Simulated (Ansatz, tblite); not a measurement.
Spin states of the cluster LaCl3, each relaxed with PBE0-D4/def2-SVP in Ansatz. Electronic energies in the gas phase.

In the def2 sets La takes a core potential; there is no spin–orbit coupling. The xTB rows come from tblite. Correlated methods freeze 15 core orbitals; core or outer-core shells of La are correlated, in sets that lack core-valence functions. HOMO above LUMO, or a gap near zero within one spin, warns that the state may not be the lowest or that an electron is smeared out. In the quintet, Cl2 and Cl4 lie 2.55 Å apart (atoms count from 1), so these atoms are partly bonded to each other. The structure comes from a short search, and lower isomers may exist.

Singlet geometry (C3v within 0.1 Å):

```xyz
4

La    0.2517   -0.0254   -0.1205
Cl    0.5443    2.3677    0.8572
Cl    0.4182   -2.0414    1.5154
Cl   -1.2141   -0.3009   -2.2522
```

Triplet geometry (C2v within 0.1 Å):

```xyz
4

La   -0.086    0.035    0.007
Cl   -2.075   -1.725   -0.159
Cl   -0.287    2.670    0.305
Cl    2.448   -0.979   -0.153
```

Quintet geometry (Cs within 0.1 Å):

```xyz
4

La    0.142   -0.485    0.384
Cl    1.032    1.850   -1.130
Cl   -0.380   -1.810    2.970
Cl   -0.794    0.445   -2.223
```

Only these spin states were relaxed.

Problem. Estimate which spin state lies lowest at each of these levels, and by how much: GFN1-xTB; GFN2-xTB; PBE-D4/def2-TZVP; BLYP-D4/def2-TZVP; r2SCAN-D4/def2-TZVP; r2SCANh-D4/def2-TZVP; PBE0-D4/def2-TZVP; r2SCAN0-D4/def2-TZVP; ωB97X-V/def2-TZVP; ωB97M-V/def2-TZVP; RPA@PBE/def2-TZVP.

Solution. 
```csv
level,triplet − singlet (kcal/mol),quintet − singlet (kcal/mol),lowest of these,remarks
GFN1-xTB,66.0,160.4,singlet,–
GFN2-xTB,33.9,88.3,singlet,–
PBE-D4/def2-TZVP,95.5,197.3,singlet,"gap within one spin near zero (quintet), gap within one spin near zero (triplet)"
BLYP-D4/def2-TZVP,92.3,193.0,singlet,"gap within one spin near zero (quintet), gap within one spin near zero (triplet)"
r2SCAN-D4/def2-TZVP,99.6,202.3,singlet,"gap within one spin near zero (quintet), gap within one spin near zero (triplet)"
r2SCANh-D4/def2-TZVP,103.8,207.0,singlet,–
PBE0-D4/def2-TZVP,108.4,212.5,singlet,–
r2SCAN0-D4/def2-TZVP,110.1,213.0,singlet,–
ωB97X-V/def2-TZVP,126.0,228.8,singlet,–
ωB97M-V/def2-TZVP,124.2,226.6,singlet,–
RPA@PBE/def2-TZVP,88.3,186.2,singlet,–
```

Change of the quintet − singlet gap on mixing in exact exchange, in kcal/mol: PBE to PBE0 (25 % exact exchange) 15.2; r2SCAN to r2SCANh (10 % exact exchange) 4.7; r2SCAN to r2SCAN0 (25 % exact exchange) 10.6. The xTB methods have no spin-polarisation term.

```tsv
state	donor atoms	mean metal–ligand distance (Å)	range (Å)	Mulliken spin on the metal (PBE0)
singlet	3	2.602	2.60–2.60	0
triplet	3	2.685	2.66–2.73	0.99
quintet	3	2.932	2.92–2.95	1.98
```

⟨S²⟩ at PBE0-D4/def2-TZVP: singlet 0.00 (pure 0.00), triplet 2.01 (pure 2.00), quintet 6.01 (pure 6.00).
